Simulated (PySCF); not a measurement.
CH5F3Si2. Atoms are numbered in the order given.

```xyz
11

C     -2.1930     0.8718    -0.6887
Si    -0.9669    -0.4987    -0.3928
F     -1.5594    -1.5316     0.7272
Si     1.0393     0.3611     0.4589
F      1.4763     1.5717    -0.5312
F      2.2133    -0.7523     0.3895
H     -3.1351     0.4749    -1.0969
H     -2.4202     1.4134     0.2420
H     -1.7782     1.5912    -1.4130
H     -0.7039    -1.2752    -1.6392
H      1.0097     0.9003     1.8446
```
Charge 0, spin multiplicity 1.

Coordinates come from a PBE0-D3(BJ)/def2-SVP optimisation. The structure was generated by enumeration; whether it is a known compound was not checked. One conformer was computed; it need not be the lowest.

Method: PBE0-D3(BJ)/def2-SVP (PySCF 2.14.0).

Frequencies are harmonic and unscaled.

```csv
mode,ν (cm⁻¹),IR (km/mol),moving atoms (share of kinetic energy)
1,30,1.7,"F 66 %, C 16 %, H 11 %"
2,75,2.5,"F 64 %, C 22 %, H 12 %"
3,138,10.3,"H 49 %, Si 27 %, F 20 %"
4,167,7.0,"H 62 %, F 18 %, Si 17 %"
5,183,1.9,"F 56 %, H 18 %, C 18 %, Si 8 %"
6,211,0.0,"F 63 %, Si 28 %"
7,259,16.5,"F 40 %, Si 29 %, H 18 %, C 13 %"
8,328,13.8,"F 63 %, Si 33 %"
9,467,1.3,"Si 76 %, H 17 %"
10,646,49.3,"H 84 %, C 10 %"
11,693,62.6,"H 47 %, C 31 %, Si 16 %"
12,761,57.6,"H 58 %, C 22 %, Si 18 %"
13,797,255.8,"H 81 %, Si 8 %"
14,821,25.5,"H 79 %, F 17 %"
15,829,11.4,"H 54 %, F 33 %, Si 10 %"
16,850,156.1,"F 42 %, H 30 %, Si 22 %"
17,912,118.1,"H 53 %, Si 25 %, F 15 %, C 8 %"
18,926,11.1,"Si 40 %, H 33 %, F 25 %"
19,954,183.7,"Si 49 %, F 44 %"
20,1267,29.5,"H 78 %, C 22 %"
21,1420,5.8,H 96 %
22,1427,7.6,H 96 %
23,2243,113.4,H 97 %
24,2266,127.4,H 97 %
25,3058,0.0,H 97 %
26,3165,0.3,"H 91 %, C 9 %"
27,3172,0.1,"H 91 %, C 9 %"
```
